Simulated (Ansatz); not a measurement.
Total energies of `CC(C)[O][InH][NH2]`.

```xyz
16

C    -0.879    1.605   -0.023
C    -0.630    0.294    0.704
C    -1.932   -0.393    1.071
O     0.118   -0.590   -0.095
In    2.064   -0.371   -0.439
N     2.549   -1.630   -1.918
H    -1.399    1.414   -0.965
H    -1.485    2.289    0.578
H     0.065    2.111   -0.250
H    -0.092    0.522    1.641
H    -2.498   -0.622    0.164
H    -2.547    0.240    1.716
H    -1.731   -1.331    1.592
H     2.999    0.782    0.389
H     1.900   -2.374   -2.128
H     3.498   -1.946   -2.039
```

The species carries charge 0 and has multiplicity 1. Correlated methods include outer-core shells of In, which these sets cover unevenly. In takes the def2 core potential. The structure was optimised at the PBE0-D4/def2-TZVP level. It is one conformer, not always the lowest. Basis def2-TZVPP, Ansatz 0.2.0.

RPA on PBE orbitals: Hartree–Fock energy of these orbitals -437.97566 Eh, correlation -2.02164 Eh (frozen core).

| functional | energy without D4 (Eh) | D4 term (kJ/mol) |
| --- | --- | --- |
| BLYP | -440.41241 | -68.8 |
| ωB97M-V | -440.39290 | – |

Give the same for LDA (SPW92), PBE, revPBE, r2SCAN, B97M-V, PBE0, B3LYP, r2SCANh, r2SCAN0, HSE06 (plane-wave form), BHLYP, CAM-B3LYP, LC-ωPBE, ωB97X-V, B2PLYP, PBE-QIDH. (Best estimate.)

The calculation gave: 
| functional | energy without D4 (Eh) | D4 term (kJ/mol) |
| --- | --- | --- |
| LDA (SPW92) | -438.11729 | – |
| PBE | -440.24465 | -31.7 |
| revPBE | -440.52917 | -96.7 |
| r2SCAN | -440.49119 | -8.3 |
| B97M-V | -440.53821 | – |
| PBE0 | -440.26731 | -27.0 |
| B3LYP | -440.63928 | -50.6 |
| r2SCANh | -440.46452 | -8.8 |
| r2SCAN0 | -440.42642 | -9.6 |
| HSE06 (plane-wave form) | -440.25194 | -25.2 |
| BHLYP | -440.33137 | -38.8 |
| CAM-B3LYP | -440.42428 | -27.4 |
| LC-ωPBE | -440.44811 | – |
| ωB97X-V | -440.46825 | – |
| B2PLYP | -440.14100 | – |
| PBE-QIDH | -440.03302 | – |

B3LYP takes the VWN-RPA correlation (the form of Gaussian; ORCA's B3LYP/G). HSE06 is the plane-wave form, built on full-range PBE exchange. The double hybrids freeze the cores in their second-order part.

LC-ωPBE has ω = 0.4 bohr⁻¹.
